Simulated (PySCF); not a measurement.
Match the calculated data to a structure.

All candidates are C7H11N.

| technique | computed result |
| --- | --- |
| Triplet | lowest triplet excitation (Tamm–Dancoff): 5.38 eV [TDA PBE0/def2-SVPD] |
| Polarisability | 88.3 au [PBE0/def2-SVPD] |
| Dipole | 1.22 D [PBE0/def2-SVPD] |
| UV, first state | lowest singlet excitation: 6.01 eV (206 nm, f = 0.006) [TDDFT PBE0/def2-SVPD] |
| Rotational structure | rotational constants A, B, C: 5.868, 1.053, 1.003 GHz [GFN2-xTB] |
| UV, strongest line | among the 8 lowest singlet transitions: S8 at 7.22 eV (172 nm, f = 0.020) [TDDFT PBE0/def2-SVPD] |

Electronic properties: PySCF, gas phase, density fitting. Levels stand in brackets. Isolated species at its GFN2-xTB geometry (one conformer only).

**Question.** Which candidate is it?
A. `C#C[C@H]1C[C@H](NC)C1`
B. `C=CCC(=C)/C=N/C`
C. `N#CC1CCCCC1`

**Answer.** A. It is `C#C[C@H]1C[C@H](NC)C1`. Numbering: `[CH:1]#[C:2][C@H:3]1[CH2:4][C@H:5]([NH:6][CH3:7])[CH2:8]1`. Its formula, C7H11N, gives 3 degrees of unsaturation: 1 ring and 2 π bonds in the structure found. The optimised geometry has point group C1 and is an asymmetric top.

The others, at the same levels:
- `C=CCC(=C)/C=N/C` fails: its computed lowest singlet excitation is 4.42 eV (281 nm, f = 0.000) (against 6.01 eV), lowest triplet excitation (Tamm–Dancoff) is 3.33 eV (against 5.38 eV) and strongest line among the 8 lowest singlet transitions is S3 at 5.83 eV (213 nm, f = 0.448) (against S8 at 7.22 eV).
- `N#CC1CCCCC1` fails: its computed lowest singlet excitation is 7.76 eV (160 nm, f = 0.000) (against 6.01 eV), lowest triplet excitation (Tamm–Dancoff) is 6.46 eV (against 5.38 eV) and strongest line among the 8 lowest singlet transitions is S6 at 8.58 eV (145 nm, f = 0.022) (against S8 at 7.22 eV).

Each candidate is one conformer, not necessarily the lowest. The conformers computed, where there is a choice (atom-mapped SMILES and torsion angles):
- `[CH:1]#[C:2][C@H:3]1[CH2:4][C@H:5]([NH:6][CH3:7])[CH2:8]1`: C4–C5–N6–C7 180°
- `[CH2:1]=[CH:2][CH2:3][C:4](=[CH2:5])/[CH:6]=[N:7]/[CH3:8]`: C1–C2–C3–C4 116°, C2–C3–C4–C5 -98°, C3–C4–C6–N7 4°

The conformers of `N#CC1CCCCC1` aren't listed.
